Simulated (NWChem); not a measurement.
System: C3H3FO2; SMILES FC1=COCO1

Input file for NWChem:

```
start job
memory heap 200 mb stack 900 mb global 1100 mb
geometry units angstroms noautosym nocenter noautoz
  F     -0.012920    -2.006230     0.065245
  C      0.079248    -0.708824     0.006981
  C      1.130024     0.110921     0.046587
  O      0.669373     1.402456    -0.147379
  C     -0.708054     1.302552     0.098396
  O     -1.081255    -0.038559    -0.178136
  H      2.196739    -0.067663     0.127282
  H     -0.921767     1.514370     1.169935
  H     -1.265967     1.985368    -0.556536
end
basis spherical
  * library 6-31g*
end
dft
  xc xpbe96 cpbe96
  iterations 150
end
cosmo
  dielec 2.4
end
task dft energy
```

All runs use the structure optimised with PBE0/def2-SVP.

Level: PBE/6-31G* with COSMO at NWChem's default radii, gas-phase geometry; the question gives the dielectric constant.

Problem. Give the results of this calculation. (PBE/6-31G* (spherical d), COSMO on the gas-phase geometry.) Quantities: electrostatic solvation energy (kcal/mol); dipole in solution (D).

Solution. 
```yaml
electrostatic solvation energy (kcal/mol): -1.8
dipole in solution (D): 0.80
```
